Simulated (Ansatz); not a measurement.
`NC([TeH])[SiH2]F` + H₂ → H₂Te + `NC[SiH2]F`  (hydrogenolysis of a Te–C bond)

Calculated with Ansatz (gas phase, PBE0-D4/def2-TZVP geometries, no zero-point term in ΔE). CCSD(T)/CBS adds triple-zeta CCSD(T) − MP2 to the extrapolated MP2 energy (def2 sets, frozen cores). This one scheme is used for every species. DFT in def2-TZVPP. B3LYP here is the variant with VWN-RPA as its local correlation; programs differ in this. Elements past krypton have def2 core potentials. For Te outer-core shells are correlated without core-valence functions, which leaves a few kJ/mol of doubt a bond. One conformer a species, not always the lowest.

| level | ΔE (kcal/mol) | difference from CCSD(T)/CBS |
| --- | --- | --- |
| ωB97M-V | -9.9 | -2.7 |
| PBE | -6.9 | 0.3 |
| PBE0 | -10.0 | -2.8 |
| B3LYP | -11.7 | -4.5 |
| HF/def2-TZVPP | -20.0 | -12.8 |
| MP2/def2-TZVPP | -5.8 | 1.4 |
| SCS-MP2/def2-TZVPP | -8.5 | -1.3 |
| CCSD/def2-TZVPP | -11.8 | -4.6 |
| CCSD(T)/def2-TZVPP | -9.1 | -1.9 |
| HF/CBS(def2) | -20.0 | -12.8 |
| CCSD(T)/CBS | -7.2 | 0 |

Largest T1 diagnostic among the species: 0.012.

The D4 term adds +4.3 kcal/mol with B3LYP and +2.3 kcal/mol with PBE0; it sums over pairs of atoms, weighted by their polarisabilities, and B3LYP, whose exchange is more repulsive, gets the larger term. In def2-TZVPP, CCSD(T) changes the Hartree–Fock value by +10.9 kcal/mol (the triples alone add +2.7 kcal/mol) and MP2 by +14.2 kcal/mol.
